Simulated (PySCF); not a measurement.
# Relaxation of quartet RuO2Cl

Level of theory: UPBE0/[Ru def2-TZVP with ECP28, O def2-TZVP, Cl def2-TZVP], scalar-relativistic core potentials, density fitting, no spin–orbit coupling, PySCF. A (50,194) grid was used.

A hand-made trigonal planar start, of C2v symmetry, held to at least that symmetry:

```xyz
4
charge 0 multiplicity 4, angstrom
Ru   -0.3019    0.0000    0.0000
O    -1.1569    1.4809    0.0000
O    -1.1569   -1.4809    0.0000
Cl    1.9381    0.0000    0.0000
```

(1) What forces act on the atoms at the start (eV/Å)?

(2) What does it relax to?

(3) How much energy is released, and in how many steps?

Answers

(1) 
```tsv
atom	Fx	Fy	Fz
Ru1	-0.01	0.00	0.00
O2	0.33	-1.33	0.00
O3	0.33	1.33	0.00
Cl4	-0.65	0.00	0.00
```

(2) It ends at C2v with Ru–Cl 2.210 Å, Ru–O 1.682 Å (×2); Cl–Ru–O 122.8° (×2), O–Ru–O 114.4°. A frequency run shows a minimum.

(3) 7.8 kJ/mol in 4 steps.

Open d and f shells are described by one determinant, and the ground state may have another occupation or spin. At this level a doublet minimum of C2v symmetry lies 36 kJ/mol below this structure.
